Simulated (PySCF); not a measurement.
## Argon: a sound run and one with changed settings

Sound run: Ar⁺ [Ne] 3s2 3p5, Ar²⁺ [Ne] 3s2 3p4. All numbers are calculated (PySCF 2.14, scalar relativity by spin-free X2C-1e, in cc-pVTZ-DK (5s4p2d1f, 34 functions)). In the sound run the correlated levels freeze [Ne]. The sound run starts from symmetry-adapted Hartree-Fock orbitals and uses a fine grid where one is needed.

Changed run: initial guess atom, at most 50 SCF cycles, level shift 0.5 hartree.

```tsv
species	method	sound run (hartree)	changed run (hartree)	converged
Ar⁺	UHF	-528.08649	-528.08649	yes
Ar⁺	TPSS	-528.80411	-528.80411	yes
Ar⁺	PBE0	-528.62420	-528.62420	yes
Ar⁺	MP2	-528.25189	-528.21653	yes
Ar⁺	CCSD(T)	-528.28081	-528.28081	yes
Ar²⁺	UHF	-527.11772	-527.11772	yes
Ar²⁺	TPSS	-527.78975	-527.78975	yes
Ar²⁺	PBE0	-527.60987	-527.60987	yes
Ar²⁺	MP2	-527.24768	-527.21997	yes
Ar²⁺	CCSD(T)	-527.27657	-527.27657	yes
```

Ionisation energy of Ar⁺:

```tsv
method	sound run (eV)	changed run (eV)
UHF	26.361	26.361
TPSS	27.602	27.602
PBE0	27.601	27.601
MP2	27.326	27.118
SCS-MP2	27.321	27.120
CCSD	27.296	27.296
CCSD(T)	27.327	27.327
```

A level shift leaves the converged SCF energy unchanged but raises the virtual orbital energies, which shrinks MP2 if it is not removed.

For comparison, NIST gives 27.630 eV between the lowest levels.
